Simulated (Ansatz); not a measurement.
Calculated with Ansatz (gas phase, PBE0-D4/def2-TZVP geometries, no zero-point term in ΔE). CCSD(T)/CBS adds triple-zeta CCSD(T) − MP2 to the extrapolated MP2 energy (def2 sets, frozen cores). DFT in def2-TZVPP. B3LYP here is the variant with VWN-RPA as its local correlation; programs differ in this. Each species was taken in one conformer, which may not be the lowest.

`O[SiH](O)O[SiH3]` + `N[SiH](O)Cl` → `O[SiH](O)N[SiH](O)Cl` + silanol  (ligand exchange at the Si–O bond)

Is it downhill or uphill in electronic energy at CCSD(T)/CBS, and by how much? (Best estimate.)

Ansatz gave: Uphill: ΔE = +52.5 kJ/mol.

What do these levels give: PBE-D4, r2SCAN-D4, PBE0-D4, ωB97M-V, B3LYP, HF/def2-TZVPP, MP2/def2-TZVPP, SCS-MP2/def2-TZVPP, CCSD(T)/def2-TZVPP, SCS-MP2/def2-QZVPP, HF/CBS(def2), CCSD/CBS(def2)? (Estimate.)

Computed: PBE-D4 43.5, r2SCAN-D4 50.8, PBE0-D4 46.9, ωB97M-V 50.5, B3LYP 58.5, HF/def2-TZVPP 71.2, MP2/def2-TZVPP 50.8, SCS-MP2/def2-TZVPP 54.9, CCSD(T)/def2-TZVPP 51.3, SCS-MP2/def2-QZVPP 56.1, HF/CBS(def2) 73.2, CCSD/CBS(def2) 56.0 kJ/mol.

Largest T1 diagnostic among the species: 0.011.

In def2-TZVPP, CCSD(T) changes the Hartree–Fock value by −19.9 kJ/mol (the triples alone add −3.5 kJ/mol) and MP2 by −20.4 kJ/mol. The D4 term adds −6.7 kJ/mol with B3LYP and −3.9 kJ/mol with PBE0; it sums over pairs of atoms, weighted by their polarisabilities, and B3LYP, whose exchange is more repulsive, gets the larger term.
